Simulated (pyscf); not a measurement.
## HO–InH–OH (SMILES [OH][InH][OH]), singlet

Gas-phase minimum from PySCF at ωB97X-D3(BJ)/def2-SVP, one conformer. 

```xyz
6

O     -0.9083     1.3451    -0.7335
In     0.5074    -0.0598    -0.7204
O      1.0613    -0.6388     1.1061
H     -1.2004     1.6189     0.1435
H      1.1794    -0.7042    -2.1345
H      0.5936    -0.1910     1.8204
```

Bonds (Å): O1–In2 1.995, O1–H4 0.964, In2–O3 1.995, In2–H5 1.693, O3–H6 0.964. Bond angles (°): In2–O1–H4 114.1, O1–In2–O3 114.1, O1–In2–H5 123.0, O3–In2–H5 123.0, In2–O3–H6 114.1.

Properties at ωB97X-D3(BJ)/def2-SVP:

```yaml
harmonic_wavenumbers_unscaled: 137, 247, 299, 428, 444, 619, 623, 755, 795, 1931, 3905, 3907 cm⁻¹
zero_point_energy: 20.1 kcal/mol
rotational_symmetry_number: 2
Entropy of this conformer at 298 K and 1 atm, rigid rotor and harmonic oscillator, modes under 100 cm⁻¹ raised to 100: 306.1 J/(mol K)
dipole_moment: 0.75 D
```

Single-point totals, which compare only within one level (frozen core for MP2 and CC):

```tsv
level	total energy (hartree)
ωB97X-D3(BJ)/def2-TZVP	-342.57095
PBE/def2-TZVP	-342.31994
r²SCAN/def2-TZVP	-342.47459
B3LYP-D3(BJ)/def2-TZVP	-342.55242
PBE0-D3(BJ)/def2-TZVP	-342.31489
M06-2X/def2-TZVP	-342.34707
ωB97M-D3(BJ)/def2-TZVP	-342.53642
HF/def2-TZVPP	-340.77015
MP2/def2-TZVPP	-341.55362
CCSD/def2-TZVPP	-341.55294
CCSD(T)/def2-TZVPP	-341.57981
```

Soft torsions are taken as harmonic, which can shift the entropy by several J/(mol K). The CCSD(T) − MP2 part came from Ansatz, without density fitting, on the same reference. The frozen core leaves the outer d or s,p core shells of the metals and heavy elements correlated in the MP2 and CC values, and def2-TZVPP describes them poorly, so these totals are far from the basis limit. Elements past Kr carry the def2 core potentials, without spin-orbit coupling.
